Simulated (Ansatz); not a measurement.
C$_{7}$H$_{18}$FHfNO (`C[N](C)[Hf]([OH])([F])[CH2]C(C)(C)C`), 29 atoms. Charge 0, multiplicity 1. Correlated methods include outer-core shells of Hf, which these sets cover unevenly. Hf: def2 effective core potential. Hardware: A = 6 threads of an AMD EPYC 7R13 on a shared host and a whole NVIDIA H100 80 GB; B = 6 threads of an AMD EPYC 7R13 on a shared host. Correlated methods freeze the cores.

(1) How many basis functions does each run have, and how long does it take in Ansatz? RKS PBE0-D4/def2-SVP energy [B]; RHF-MP2/def2-QZVPP energy [A]; RKS ωB97M-V/def2-SVP energy [B]; RKS revPBE-D4/def2-TZVPP energy [A]; RHF-CCSD(T)/def2-TZVPP energy [A]; direct RPA on PBE orbitals/def2-TZVPP energy [A]; RKS ωB97M-V/def2-QZVPP energy [A]; RKS PBE-QIDH (frozen core)/def2-TZVPP energy [A]; RKS PBE0-D4/def2-TZVP relaxation (30 steps) [A]; RKS r2SCAN-D4/def2-TZVPP energy and forces [A]; RKS PBE0-D4/def2-QZVPP energy [A]; RHF-CCSD(T)/def2-SVP energy [A]. (An estimate is asked.)

Answers

(1) Computed: Other jobs shared the machine, so times are rough.

```json
{"level": "RKS revPBE-D4/def2-TZVPP", "job": "energy [A]", "functions": "618", "wall time": "8.5 s", "peak host memory (GiB)": "1.2"}
{"level": "RKS r2SCAN-D4/def2-TZVPP", "job": "energy and forces [A]", "functions": "618", "wall time": "11 s", "peak host memory (GiB)": "1.2"}
{"level": "RKS PBE-QIDH (frozen core)/def2-TZVPP", "job": "energy [A]", "functions": "618", "wall time": "12 s", "peak host memory (GiB)": "4.1"}
{"level": "RKS PBE0-D4/def2-SVP", "job": "energy [B]", "functions": "262", "wall time": "12 s", "peak host memory (GiB)": "1.9"}
{"level": "RHF-CCSD(T)/def2-SVP", "job": "energy [A]", "functions": "262", "wall time": "13 s", "peak host memory (GiB)": "1.9"}
{"level": "RKS ωB97M-V/def2-SVP", "job": "energy [B]", "functions": "262", "wall time": "25 s", "peak host memory (GiB)": "2"}
{"level": "RHF-MP2/def2-QZVPP", "job": "energy [A]", "functions": "1191", "wall time": "29 s", "peak host memory (GiB)": "2.1"}
{"level": "RKS PBE0-D4/def2-QZVPP", "job": "energy [A]", "functions": "1191", "wall time": "56 s", "peak host memory (GiB)": "1.9"}
{"level": "RHF-CCSD(T)/def2-TZVPP", "job": "energy [A]", "functions": "618", "wall time": "110 s", "peak host memory (GiB)": "3.9"}
{"level": "RKS ωB97M-V/def2-QZVPP", "job": "energy [A]", "functions": "1191", "wall time": "110 s", "peak host memory (GiB)": "2.1"}
{"level": "RKS PBE0-D4/def2-TZVP", "job": "relaxation (30 steps) [A]", "functions": "458", "wall time": "2.9 min", "peak host memory (GiB)": "1.2"}
{"level": "direct RPA on PBE orbitals/def2-TZVPP", "job": "energy [A]", "functions": "618", "wall time": "3.5 min", "peak host memory (GiB)": "4.1"}
```
